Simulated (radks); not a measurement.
Charge is removed step by step from the 5p3/2 level of the samarium ion Sm2+, starting from [Kr] 4d10 4f6 5s2 5p(1/2: 2, 3/2: 4). Method: Dirac Kohn-Sham, PBEsol, spin-unpolarised, spherical densities, finite nucleus; open shells fill j = l - 1/2 first; Fermi nuclear charge, rms radius 5.0819 fm; computed with a radial shooting solver on a logarithmic mesh with Libxc functionals.

[
 {"removed (e)": "0", "E - E(0) (eV)": "0.000", "eigenvalue (eV)": "-35.412", "E minus straight line (eV)": "0.000"},
 {"removed (e)": "0.125", "E - E(0) (eV)": "4.519", "eigenvalue (eV)": "-36.896", "E minus straight line (eV)": "-0.664"},
 {"removed (e)": "0.25", "E - E(0) (eV)": "9.225", "eigenvalue (eV)": "-38.395", "E minus straight line (eV)": "-1.141"},
 {"removed (e)": "0.375", "E - E(0) (eV)": "14.118", "eigenvalue (eV)": "-39.906", "E minus straight line (eV)": "-1.430"},
 {"removed (e)": "0.5", "E - E(0) (eV)": "19.202", "eigenvalue (eV)": "-41.431", "E minus straight line (eV)": "-1.530"},
 {"removed (e)": "0.625", "E - E(0) (eV)": "24.477", "eigenvalue (eV)": "-42.967", "E minus straight line (eV)": "-1.438"},
 {"removed (e)": "0.75", "E - E(0) (eV)": "29.944", "eigenvalue (eV)": "-44.516", "E minus straight line (eV)": "-1.153"},
 {"removed (e)": "0.875", "E - E(0) (eV)": "35.606", "eigenvalue (eV)": "-46.075", "E minus straight line (eV)": "-0.675"},
 {"removed (e)": "1", "E - E(0) (eV)": "41.463", "eigenvalue (eV)": "-47.646", "E minus straight line (eV)": "0.000"}
]

Removing the whole electron costs 41.463 eV by Delta-SCF, against 35.412 eV from minus the eigenvalue at the starting occupation. Slater's transition state (half an electron removed) gives 41.431 eV. Integrating minus the eigenvalue over the occupation (Janak's theorem) gives 41.463 eV. The mean slope of the eigenvalue, de/dn, is 12.2 eV per electron.
